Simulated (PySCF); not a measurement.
One of the candidates below gave these computed data.

All candidates are H11NOSi4.

- Triplet: lowest triplet excitation (Tamm–Dancoff): 5.00 eV [TDA PBE0/def2-SVPD]
- NMR, other nuclei: isotropic shieldings of nuclei other than C and H, by class: 237 (1 N), 307 (1 O), 363 (1 Si), 395 (1 Si), 469 (1 Si), 486 (1 Si) ppm [GIAO PBE0/pcSseg-1]
- Polarisability: 123.2 au [PBE0/def2-SVPD]
- UV, first state: lowest singlet excitation: 5.50 eV (225 nm, f = 0.011) [TDDFT PBE0/def2-SVPD]
- Rotational structure: rotational constants A, B, C: 2.646, 0.663, 0.602 GHz [GFN2-xTB]
- 1H NMR: chemical shifts (computed TMS as zero) by class: 6.00 (1 H), 5.16 (3 H), 3.50 (3 H), 3.45 (1 H), 3.20 (1 H), 0.40 (2 H) ppm [GIAO PBE0/pcSseg-1]
- UV, strongest line: among the 8 lowest singlet transitions: S8 at 7.00 eV (177 nm, f = 0.141) [TDDFT PBE0/def2-SVPD]
- Dipole: 1.04 D [PBE0/def2-SVPD]

Gas-phase values; electronic properties from PySCF, density fitting. Levels stand in brackets. The structure is a single GFN2-xTB conformer in the gas phase; no vibrational or solvent corrections. NMR classes are plain means over equivalent atoms (diastereotopic ones count apart unless rotation or inversion swaps them), as if these changed places fast.

Question: Which candidate is it?
A. `O[SiH2][SiH2]N([SiH3])[SiH3]`
B. `N[Si@H](O)[SiH]([SiH3])[SiH3]`
C. `N[Si@H](O[SiH3])[SiH2][SiH3]`
D. `N[Si]([SiH3])([SiH3])O[SiH3]`
E. `[SiH3]O[SiH2]N[SiH2][SiH3]`

Answer: C. It is `N[Si@H](O[SiH3])[SiH2][SiH3]`. Numbering: `[NH2:1][Si@H:2]([O:3][SiH3:4])[SiH2:5][SiH3:6]`. Its formula, H11NOSi4, gives 0 degrees of unsaturation, so no ring and no π bond. Hydrogen classes from least to most shielded: 1 H on an oxygen-bound silicon, Si2 (6.00 ppm), 3 H on an oxygen-bound silicon, Si4 (5.16 ppm), 3 H on an SiH3 silicon, Si6 (3.50 ppm), 1 H on an SiH2 silicon, Si5 (3.45 ppm), 1 H on an SiH2 silicon, Si5 (3.20 ppm), 2 H on a silicon-bound nitrogen, N1 (0.40 ppm, a mean of values up to 0.7 ppm apart in this geometry). The other shieldings belong to: 237 ppm, silicon-bound nitrogen [N1]; 307 ppm, siloxane oxygen [O3]; 363 ppm, oxygen-bound silicon [Si2]; 395 ppm, oxygen-bound silicon [Si4]; 469 ppm, SiH3 silicon [Si6]; 486 ppm, SiH2 silicon [Si5]. S1 is mainly HOMO→LUMO (weight 0.98); the largest Löwdin shares of the orbital it empties are 0.40 on the silicon-bound nitrogen, 0.17 on an oxygen-bound silicon, 0.12 on the SiH2 silicon and 0.11 on an Si–H hydrogen, of the orbital it fills 0.29 on the SiH2 silicon, 0.20 on an oxygen-bound silicon, 0.14 on the SiH3 silicon and 0.06 on an Si–H hydrogen. The optimised geometry has point group C1 and is an asymmetric top.

The others, at the same levels:
- `[SiH3]O[SiH2]N[SiH2][SiH3]` fails: its computed 1H shifts are 5.27 (3 H), 5.26 (2 H), 5.08 (2 H), 3.64 (3 H), 0.03 (1 H) ppm, rotational constant A is 1.742 GHz (against 2.646 GHz) and smallest rotational constant is 0.780 GHz (against 0.602 GHz).
- `N[Si]([SiH3])([SiH3])O[SiH3]` fails: its computed 1H shifts are 5.14 (3 H), 3.39 (6 H), 0.29 (2 H) ppm, rotational constant A is 1.388 GHz (against 2.646 GHz) and smallest rotational constant is 0.779 GHz (against 0.602 GHz).
- `N[Si@H](O)[SiH]([SiH3])[SiH3]` fails: its computed 1H shifts are 6.24 (1 H), 3.65 (3 H), 3.63 (3 H), 3.03 (1 H), 1.41 (1 H), 0.39 (2 H) ppm, rotational constant A is 1.485 GHz (against 2.646 GHz) and smallest rotational constant is 0.706 GHz (against 0.602 GHz).
- `O[SiH2][SiH2]N([SiH3])[SiH3]` fails: its computed 1H shifts are 5.56 (2 H), 5.22 (2 H), 4.71 (6 H), 0.25 (1 H) ppm, rotational constant A is 2.400 GHz (against 2.646 GHz) and smallest rotational constant is 0.666 GHz (against 0.602 GHz).

Each candidate is one conformer, not necessarily the lowest. Dipoles, sizes and rotational constants follow the conformer. The torsions of the flexible species, by atom-mapped SMILES:
- `[NH2:1][Si@H:2]([O:3][SiH3:4])[SiH2:5][SiH3:6]`: N1–Si2–O3–Si4 -83°, N1–Si2–Si5–Si6 -22°, H–N1–Si2–O3 -41°, H–N1–Si2–O3 180°
- `[SiH3:1][O:2][SiH2:3][NH:4][SiH2:5][SiH3:6]`: Si1–O2–Si3–N4 51°, O2–Si3–N4–Si5 31°, Si3–N4–Si5–Si6 42°
- `[NH2:1][Si:2]([SiH3:3])([SiH3:4])[O:5][SiH3:6]`: N1–Si2–O5–Si6 40°, H–N1–Si2–Si3 -69°, H–N1–Si2–Si3 152°
- `[NH2:1][Si@H:2]([OH:3])[SiH:4]([SiH3:5])[SiH3:6]`: N1–Si2–Si4–Si5 27°, H–N1–Si2–O3 -51°, H–N1–Si2–O3 171°, H–O3–Si2–N1 55°
- `[OH:1][SiH2:2][SiH2:3][N:4]([SiH3:5])[SiH3:6]`: O1–Si2–Si3–N4 176°, Si2–Si3–N4–Si5 -105°, H–O1–Si2–Si3 180°
